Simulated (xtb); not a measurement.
C₃H₇FOSi, SMILES [Si@@H](O)(F)CC=C. All values are semi-empirical tight-binding results from xtb (GFN2-xTB unless named), good for trends rather than for accurate numbers. The structure is a stationary point at GFN2-xTB. The structure was generated by enumeration; whether it is a known compound was not checked. The values are those of a single conformer.

orbital gap: 5.08 eV
dipole moment: 1.74 D
zero-point energy: 58.8 kcal/mol
G − E(el) at 298.15 K (modified RRHO): 38.1 kcal/mol
static polarisability (D4 model): 74.2 bohr³
solvation energy, GFN2-xTB/ALPB(water): -4.9 kcal/mol
solvation energy, GFN2-xTB/ALPB(dmf): -8.3 kcal/mol
